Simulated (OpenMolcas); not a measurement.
# W3+: effect of the active space

```
Program             : OpenMolcas 26.06
Method              : MS-CASPT2 or its RAS form, IPEA 0.25 Eh, imaginary shift 0.1 Eh
Basis               : ANO-RCC-VQZP
Scalar Hamiltonian  : DKH2, point nucleus
Spin-orbit coupling : RASSI with atomic mean-field integrals over the reference wave functions, term energies averaged over their components
```

A. 3 electrons in 5 orbitals (5d); 2S+1 = 4 even, 10 roots; 2S+1 = 2 even, 40 roots; closed shells correlated: 5s 5p; CASPT2 step about 70 core-seconds
B. 9 electrons in 8 orbitals (RAS1 5p, at most 2 holes; RAS2 5d); 2S+1 = 4 even, 10 roots; 2S+1 = 2 even, 40 roots; closed shells correlated: 5s; CASPT2 step roughly 60 core-seconds
C. 3 electrons in 10 orbitals (5d 6d); 2S+1 = 4 even, 10 roots; 2S+1 = 2 even, 40 roots; closed shells correlated: 5s 5p; CASPT2 step of the order of 5 core-minutes

Energies in cm⁻¹ above 5d³ ⁴F_3/2, the measured ground level; measured values from the list in J. Phys. B 45, 035001 (2012).

| Level | A | B | C | Measured |
| --- | --- | --- | --- | --- |
| 5d³ ⁴F_3/2 | 0.0 | 0.0 | 0.0 | 0.0 |
| 5d³ ⁴F_5/2 | 3720 | 3940 | 3780 | 3537 |
| 5d³ ⁴F_7/2 | 7020 | 7340 | 7090 | 6745 |
| 5d³ ⁴F_9/2 [69 %] | 9550 | 9900 | 9640 | 9256 |
| 5d³ ²G_7/2 | 15760 | 16150 | 15680 | 15261 |
| 5d³ ²H_9/2 [53 %] | 16810 | 17080 | 16800 |  |
| 5d³ ⁴P_5/2 | 17990 | 18300 | 18020 | 17190 |
| 5d³ ²H_11/2 | 23010 | 23290 | 23180 | 22223 |
| 5d³ ²D_5/2(1) | 24330 | 24840 | 24150 | 22766 |
| 5d³ ²G_9/2 [52 %] | 24990 | 25620 | 25090 |  |
| 5d³ ²F_5/2 | 30040 | 30370 | 30010 | 27938 |
| 5d³ ²F_7/2 | 30080 | 30430 | 30000 | 28412 |
| 5d³ ²D_5/2(2) | 45770 | 46050 | 45880 | 43287 |
| 5d³ ²D_3/2(2) | 46070 | 46210 | 46060 |  |

Deviations, from unrounded energies. A percentage is the sum of absolute deviations over the sum of measured energies, with the sign that they share, or ± where signs differ.

```tsv
Against measurement	Levels	A	B	C
mean absolute deviation (cm-1)	10	1100	1400	1100
fine structure of the ground term (%)	3	+3.8	+8.4	+5.0
other terms of the ground configuration (%)	7	+5.6	+7.0	+5.6
```

A, C lie about equally close to measurement and B furthest from it. The largest miss of A in the table is 5d³ ²D_5/2(2), by +2500 cm-1. The ranking rests on the paired levels alone, and a cruder setting can come out closer through cancelling errors.

The two smallest mean deviations differ by little beside CASPT2's spread within terms, so their order carries little weight.

Among A to C the level of the table that moves most is 5d³ ²D_5/2(1), by 680 cm-1 (lowest in C, highest in B). Moves below CASPT2's spread within the term are not significant.

Term energies are means over components that CASPT2 splits; among the terms shown or strongly mixed into the levels shown the widest spread is 780 cm-1 (5d³ ⁴F, B). Over all roots computed the reference weight is 0.91 to 0.96 in B, 0.89 to 0.96 in C; the roots of lowest weight are the least certain, and an intruder state may touch them. The CASPT2 spread within a term exceeds the gap to the next term for 5d³ ²G and 5d³ ⁴P, 5d³ ²H and 5d³ ²D(1), so the order of their levels is uncertain (figures for A; the like holds for B, C). Active for correlation alone: 5p; no level in the range computed is led by a configuration that opens it, so any true level of that kind is missing (holds for B). Active for correlation alone: 6d; no level in the range computed is led by a configuration that fills it, so any true level of that kind is missing (holds for C). Measured partners are found by configuration, term and J. A level has none where our copy of the source lacks it or the pairing is in doubt (some pairs that miss far off the trend of their configuration count as doubtful), and it then counts in no deviation. Levels of configurations outside the active space are missing. The table leaves out levels that lie high or whose names do not pair safely across all columns.

A share in square brackets marks a mixed level and gives the weight of the term that names it, the lowest over the columns. A number in round brackets counts repeated terms of one configuration in the order of the reference energies.
